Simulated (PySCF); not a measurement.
Geometries of 3 isomers of C2H5GeNO, from PySCF, PBE0-D3(BJ)/def2-SVP geometry optimisation, gas phase. One conformer each, no zero-point energy, no frequencies.

Question: Which is lowest in electronic energy at this level?
A.
```xyz
10
angstrom
Ge     0.747    0.007    0.568
H      0.633   -0.093    2.098
H      2.218   -0.044    0.129
C     -0.194    1.546   -0.149
H      0.266    2.478    0.210
H     -1.246    1.523    0.167
H     -0.153    1.531   -1.248
N     -0.040   -1.493   -0.109
C     -0.726   -2.342   -0.595
O     -1.381   -3.190   -1.068
```
B.
```xyz
10
angstrom
C     -1.452   -0.624   -0.143
O     -0.656    0.262   -0.887
Ge     0.765    1.021   -0.165
C      1.935   -0.403    0.426
N      2.627   -1.261    0.787
H     -1.915   -0.137    0.736
H     -2.262   -0.985   -0.794
H     -0.883   -1.503    0.212
H      0.396    1.832    1.085
H      1.453    1.802   -1.278
```
C.
```xyz
10
angstrom
N      3.554   -0.335   -0.280
C      2.419   -0.420   -0.073
C      0.981   -0.542    0.190
O      0.420    0.716    0.372
Ge    -1.335    0.886    0.702
H      0.537   -1.091   -0.667
H      0.867   -1.197    1.078
H     -2.107    0.253   -0.473
H     -1.546    2.397    0.806
H     -1.652    0.148    2.017
```

Answer: A. That is GeH2Me(NCO), `[CH3][GeH2][N]=C=O`, 35.7 kcal/mol below the next.

```
                    SMILES          atoms numbered as above       E (Eh)  relative (kcal/mol)  relative (kJ/mol)  dipole (D)
[H][Ge]([H])([CH3])[N]=C=O                                –  -2285.32207                  0.0                0.0        3.51
           C[O][GeH2][C]#N  [CH3:1][O:2][GeH2:3][C:4]#[N:5]  -2285.26516                 35.7              149.4        3.04
             N#CC[O][GeH3]  [N:1]#[C:2][CH2:3][O:4][GeH3:5]  -2285.25326                 43.2              180.7        4.94
```
